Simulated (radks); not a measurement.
The thulium ion Tm3+, configuration [Xe] 4f10.25 6p1.75 (fractional occupations, a model configuration).

Calculated with a radial shooting solver on a logarithmic mesh with Libxc functionals: scalar-relativistic Kohn-Sham, PBE, spin-unpolarised, spherical densities, point nucleus.

Energy parts (eV):
part                      energy
total                 -369099.05
kinetic                401268.26
electron-nucleus      -903652.46
Hartree                140980.93
exchange-correlation    -7695.77

Orbitals (lengths in bohr, moments of r in powers of bohr; <r^-3> diverges for s and p1/2; r(90%) holds 90 % of the orbital's charge):
| orbital | occ. | eigenvalue (eV) | <r^-3> | r(90%) | <r^2> |
|---|---|---|---|---|---|
| 1s | 2 | -59347.75 | - | 0.0363 | 0.0005483 |
| 2s | 2 | -10061.03 | - | 0.131 | 0.008515 |
| 2p | 6 | -8888.887 | 15130 | 0.123 | 0.006946 |
| 3s | 2 | -2308.148 | - | 0.324 | 0.05580 |
| 3p | 6 | -1953.306 | 3279 | 0.330 | 0.05627 |
| 3d | 10 | -1515.423 | 432.9 | 0.311 | 0.04689 |
| 4s | 2 | -501.4259 | - | 0.712 | 0.2779 |
| 4p | 6 | -384.3660 | 749.8 | 0.764 | 0.3145 |
| 4d | 10 | -228.9141 | 84.03 | 0.848 | 0.3707 |
| 4f | 10.25 | -57.6142 | 13.28 | 1.15 | 0.5992 |
| 5s | 2 | -99.3740 | - | 1.67 | 1.524 |
| 5p | 6 | -69.7060 | 114.3 | 1.93 | 2.010 |
| 6p | 1.75 | -22.4535 | 19.80 | 4.52 | 11.40 |

The highest occupied level is 6p at -22.454 eV. The density falls to 0.001 e/bohr^3 at r = 4.50 bohr. Summed over all electrons, <r^2> = 48.33 bohr^2, which gives a Langevin (diamagnetic) susceptibility term of -38.3 x 10^-6 cm^3/mol.
